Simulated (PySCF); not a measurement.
# Diatomic cations of Tl with group 15

PBE0 with double-zeta basis sets in PySCF, for the lowest determinant that a PBE0 search found; no spin–orbit coupling. De refers to high-spin ground-configuration atoms (the charge goes to the atom of lower measured ionisation energy or higher electron affinity, which is not always the lowest computed limit). A positive dipole points towards Tl; it is taken about the centre of mass and depends on that origin.

| M | basis | charged atom | state (unpaired electrons) | Re (Å) | ωe (cm⁻¹) | De (eV) | μ (D) |
| --- | --- | --- | --- | --- | --- | --- | --- |
| N | aug-cc-pVDZ-PP/aug-cc-pVDZ | Tl+ | quartet (σ ↑, π ↑↑) | 3.039 | 95.8 | n/a | 0.01 |
| P | def2-SVP | Tl+ | quartet (σ ↑, π ↑↑) | 3.157 | 99.8 | n/a | -0.74 |
| As | def2-SVP | Tl+ | quartet (σ ↑, π ↑↑) | 3.192 | 72.6 | n/a | 0.85 |
| Sb | def2-SVP | Tl+ | quartet (σ ↑, π ↑↑) | 3.301 | 66.1 | n/a | 1.54 |
| Bi | def2-SVP | Tl+ | quartet (σ ↑, π ↑↑) | 3.338 | 58.1 | n/a | 3.20 |

The shortest bond is that of TlN⁺ (3.039 Å), the longest that of TlBi⁺ (3.338 Å).

The rows differ in basis set, which adds steps of its own.

Down a group the atoms grow and get heavier, so bonds lengthen and wavenumbers fall; the exceptions here are the higher wavenumber at P.

These are scalar-relativistic numbers at best; spin–orbit coupling would shift them, the dissociation energy most. States were picked by a PBE0 search and need not be the measured ground states.
